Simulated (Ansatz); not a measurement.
Reaction (cleavage of the Si–Si bond): `[SiH3][SiH2][O][SnH3]` + `O[SiH2]N[SiH3]` → `[SiH3]N[SiH2]O[SiH3]` + `[SiH3][O][SnH3]`

Program: Ansatz. Geometries: PBE0-D4/def2-TZVP. ΔE: electronic, gas phase. CCSD(T)/CBS adds triple-zeta CCSD(T) − MP2 to the extrapolated MP2 energy (def2 sets, frozen cores). Functionals use def2-TZVPP. Elements past krypton have def2 core potentials. For Sn outer-core shells are correlated without core-valence functions, which leaves a few kJ/mol of doubt a bond. One conformer a species, not always the lowest.

| level | ΔE (eV) |
| --- | --- |
| r2SCAN | -1.04 |
| MP2/def2-QZVPP | -1.22 |

Q: What does CCSD(T)/CBS give? (An estimate is asked.)

A: Computed: -1.13 eV. The listed levels differ from it by 0.09, -0.09 eV.

Largest T1 diagnostic among the species: 0.014.

From PBE to PBE0 (25 % exact exchange), in def2-TZVPP and without D4, ΔE moves by −0.10 eV. The D4 term adds −0.04 eV with B3LYP and −0.02 eV with PBE0; it sums over pairs of atoms, weighted by their polarisabilities, and B3LYP, whose exchange is more repulsive, gets the larger term.

B3LYP here is the variant with VWN-RPA as its local correlation; programs differ in this.
